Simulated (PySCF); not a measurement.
Atom-mapped SMILES (the numbers label the heavy atoms): `[SiH3:1][CH:2]([SiH3:3])[SiH3:4]` (H(Xn): hydrogen on atom n).

GIAO PBE0/pcSseg-1 shifts (PySCF 2.14, gas phase, non-relativistic, equivalent atoms averaged), each against references optimised in the same way as the molecule (TMS).

On the GFN2-xTB geometry: Si1/Si3/Si4 -67.6, C2 -22.3, H(Si1)/H(Si3)/H(Si4) 4.07, H(C2) -0.92 ppm.

Task: What changes on the PBE0-D3(BJ)/def2-SVP geometry?

Result: 
| atoms | δ (ppm) | change |
| --- | --- | --- |
| Si1/Si3/Si4 | -61.7 | +5.9 |
| C2 | -24.1 | -1.8 |
| H(Si1)/H(Si3)/H(Si4) | 4.05 | -0.02 |
| H(C2) | -0.95 | -0.03 |

Bonds between heavy atoms that differ most (equivalent bonds averaged): Si1–C2 1.902 → 1.886 Å. Mean change of bonds to hydrogen: Si–H +0.029 Å, C–H +0.012 Å.
